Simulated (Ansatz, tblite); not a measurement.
Spin states of ZrSi6⁻ (the lowest doublet isomer of a short search), each relaxed with B3LYP-D4/def2-SVPD in Ansatz. Electronic energies in the gas phase.

In the def2 sets Zr takes a core potential; there is no spin–orbit coupling. The xTB rows come from tblite. Correlated methods freeze 30 core orbitals; core or outer-core shells of Zr are correlated, in sets that lack core-valence functions. The rows differ in basis, and correlated rows in double-zeta sets carry the largest basis error. In CCSD on the charge -1 quartet the largest single amplitude is 0.27, so its Hartree–Fock determinant may place the open shell otherwise than the density functionals do. The structure comes from a short search, and lower isomers may exist.

Doublet geometry (Cs within 0.1 Å):

```tsv
atom	x (Å)	y (Å)	z (Å)
Zr1	-1.297	0.021	-1.101
Si2	1.187	-0.348	0.979
Si3	-0.978	-1.746	0.756
Si4	-1.274	0.581	1.594
Si5	0.787	-1.498	-1.307
Si6	1.297	0.930	-1.397
Si7	0.276	2.060	0.476
```

Quartet geometry (Cs within 0.1 Å):

```csv
atom,x (Å),y (Å),z (Å)
Zr1,-0.3598,1.4870,0.8536
Si2,0.4733,-1.4260,-0.6390
Si3,2.0273,0.2980,0.4234
Si4,1.0094,1.1487,-1.5934
Si5,0.0406,-0.9958,1.8394
Si6,-1.9855,-0.8014,0.5417
Si7,-1.2052,0.2895,-1.4257
```

Run but left out: HF/STO-3G, HF/def2-SVPD, HF/def2-TZVPD, MP2/def2-SVPD (quartet: a determinant that CCSD turns far, T1 0.057); MP2/def2-TZVPD (doublet: ⟨S²⟩ 0.90, where a pure state has 0.75).

Only these spin states were relaxed. Higher spins weren't run and may lie lower.

```
               level  quartet − doublet (kJ/mol)  lowest of these                                                                                                       remarks
            GFN1-xTB                        54.8          doublet                                                                                                             –
   PBE-D4/def2-TZVPD                        88.5          doublet                                                                                                             –
r2SCAN-D4/def2-TZVPD                        84.6          doublet                                                                                                             –
  PBE0-D4/def2-TZVPD                        85.5          doublet                                                                                                             –
      CCSD/def2-SVPD                       101.7          doublet  large T1 (0.057) (quartet), spin-contaminated (⟨S²⟩ 0.87) (doublet), spin-contaminated (⟨S²⟩ 3.88) (quartet)
   CCSD(T)/def2-SVPD                       124.0          doublet  large T1 (0.057) (quartet), spin-contaminated (⟨S²⟩ 0.87) (doublet), spin-contaminated (⟨S²⟩ 3.88) (quartet)
```

```csv
state,donor atoms,mean metal–ligand distance (Å),range (Å),Mulliken spin on the metal (PBE0)
doublet,6,2.828,2.58–3.26,0.72
quartet,6,2.856,2.70–3.38,1.64
```

⟨S²⟩ at PBE0-D4/def2-TZVPD: doublet 0.77 (pure 0.75), quartet 3.80 (pure 3.75).

Change of the quartet − doublet gap on mixing in exact exchange, in kJ/mol: PBE to PBE0 (25 % exact exchange) -3.0.

The xTB methods have no spin-polarisation term.
